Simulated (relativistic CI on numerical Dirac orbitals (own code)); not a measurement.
# Ta18+: computed level list

Computed by Dirac-Coulomb-Breit CI, separate exchange-only KLI orbitals for each configuration, model QED, unscaled Slater integrals (own radial code, finite nucleus).

CI space (outside the closed core [Ar] 3d10 4d10): 4s2.4p6.4f9, 4s2.4p6.4f8.5s, 4s2.4p6.4f7.5s2, 4s2.4p6.4f8.6s, 4s2.4p5.4f10, 4s.4p6.4f10, 4p6.4f11. Levels of other configurations are missing.

```tsv
No.	Configuration	Term	J	E (eV)	%	Next component (%)	Landé g
41	4s2.4p6.4f9	6P°	7/2	8.9067	32	25 4G°	1.210
42	4s2.4p6.4f9	4G°	9/2	8.9788	67	9 2G°	1.141
43	4s2.4p6.4f9	4F°	5/2	9.0337	46	31 4G°	0.936
44	4s2.4p6.4f9	4F°	3/2	9.1440	54	26 6P°	1.077
45	4s2.4p6.4f9	4L°	13/2	9.3150	37	31 2K°	0.907
46	4s2.4p6.4f9	4F°	3/2	9.3576	75	20 2D°	0.520
47	4s2.4p6.4f9	4K°	11/2	9.4866	70	18 4I°	0.830
48	4s2.4p6.4f9	4G°	9/2	9.4970	43	39 4H°	1.059
49	4s2.4p6.4f9	4L°	15/2	9.5626	44	19 4M°	0.977
50	4s2.4p6.4f9	4F°	5/2	9.6636	27	18 2F°	1.102
51	4s2.4p6.4f9	4D°	7/2	9.7434	30	22 4H°	1.183
52	4s2.4p6.4f9	4H°	7/2	9.8632	39	33 4G°	0.929
53	4s2.4p6.4f9	2L°	15/2	9.8979	23	19 4L°	0.994
54	4s2.4p6.4f9	2N°	21/2	10.0071	61	27 2O°	1.031
55	4s2.4p6.4f9	2M°	19/2	10.0255	56	33 2N°	1.028
56	4s2.4p6.4f9	4F°	9/2	10.0800	30	26 2G°	1.067
57	4s2.4p6.4f9	4I°	15/2	10.1890	57	28 2K°	1.134
58	4s2.4p6.4f9	4P°	1/2	10.2331	56	35 4D°	1.474
59	4s2.4p6.4f9	4F°	5/2	10.3063	52	19 4G°	1.021
60	4s2.4p6.4f9	2L°	17/2	10.4112	58	16 4M°	1.043
61	4s2.4p6.4f9	4I°	13/2	10.6225	62	30 2I°	1.091
62	4s2.4p6.4f9	4F°	7/2	10.6782	69	19 2G°	1.174
63	4s2.4p6.4f9	6P°	3/2	10.7605	28	21 4D°	1.534
64	4s2.4p6.4f9	4G°	5/2	10.8717	34	21 6P°	1.140
65	4s2.4p6.4f9	4I°	11/2	11.2589	35	27 2H°	1.056
66	4s2.4p6.4f9	4I°	9/2	11.2962	43	26 4F°	0.956
67	4s2.4p6.4f9	4I°	11/2	11.3424	37	25 2H°	1.021
68	4s2.4p6.4f9	2P°	3/2	11.4704	40	19 4P°	1.354
69	4s2.4p6.4f9	2K°	13/2	11.4915	49	24 4L°	0.931
70	4s2.4p6.4f9	2O°	23/2	11.6237	100		1.041
71	4s2.4p6.4f9	2G°	9/2	11.7998	48	20 4G°	1.087
72	4s2.4p6.4f9	2N°	19/2	12.0063	63	32 2M°	0.991
73	4s2.4p6.4f9	2M°	17/2	12.0695	71	25 2L°	0.977
74	4s2.4p6.4f9	2K°	15/2	12.1082	32	29 2L°	1.068
75	4s2.4p6.4f9	2F°	7/2	12.1218	44	27 4G°	1.116
76	4s2.4p6.4f9	2I°	13/2	12.2643	30	29 2K°	1.047
77	4s2.4p6.4f9	2H°	9/2	12.3051	28	25 4I°	0.994
78	4s2.4p6.4f9	4H°	11/2	12.5416	32	21 4G°	1.092
79	4s2.4p6.4f9	2F°	5/2	12.6243	38	20 4G°	1.043
80	4s2.4p6.4f9	4H°	13/2	12.6558	53	29 2I°	1.135
81	4s2.4p6.4f9	2G°	7/2	12.7494	44	34 4G°	0.971
82	4s2.4p6.4f9	2H°	11/2	12.9155	33	32 2I°	1.007
83	4s2.4p6.4f9	2K°	15/2	13.0001	46	34 2L°	1.019
84	4s2.4p6.4f9	2D°	3/2	13.0827	44	18 4P°	1.032
85	4s2.4p6.4f9	4G°	5/2	13.1844	49	30 2F°	0.808
```

Energies count from the lowest computed level; ° marks odd parity.

The mean weight of the leading LS term, summed over parents, in these 45 levels is 47 %, and that of the leading jj configuration (from the same eigenvectors) 53 %.

At this charge energies of transitions that change n are usually good to better than 1 %, and those within a shell (Δn = 0) to a few per cent. Terms inside the open d or f shell come out 10 to 20 % too wide with unscaled integrals.

LS names give the leading component of a level, which can be under half, so a name can repeat, a term be missing and a line seem to break the LS rules.
